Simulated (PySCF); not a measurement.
**Working out the excitation energy of S²⁺**

S²⁺ [Ne] 3s2 3p2 (3P) → S²⁺ [Ne] 3s1 3p2 4s1 (5P). Computed with PySCF 2.14 in aug-cc-pVDZ-DK (5s4p2d, 27 functions), with the spin-free X2C one-electron Hamiltonian (Gaussian nucleus). Frozen: [Ne]. Energies in hartree (1 hartree = 27.21139 eV):

```csv
part,S²⁺ (lower),S²⁺ (upper)
UHF,-397.405290,-396.490666
CCSD correlation,-0.074452,-0.025926
(T),-0.000889,-0.000795
```

Task: What does Hartree-Fock give?

Result: (-396.490666) − (-397.405290) = 0.914624 hartree = 24.888 eV.

Task: What do CCSD and CCSD(T) give?

Result: The CCSD correlation energies differ by 0.048526 hartree = 1.320 eV and the triples by 0.000094 hartree = 0.003 eV, so CCSD gives 26.208 eV and CCSD(T) 26.211 eV.

A double-zeta basis recovers only part of the correlation energy.

The coupled-cluster amplitudes are large, so a single reference is strained.
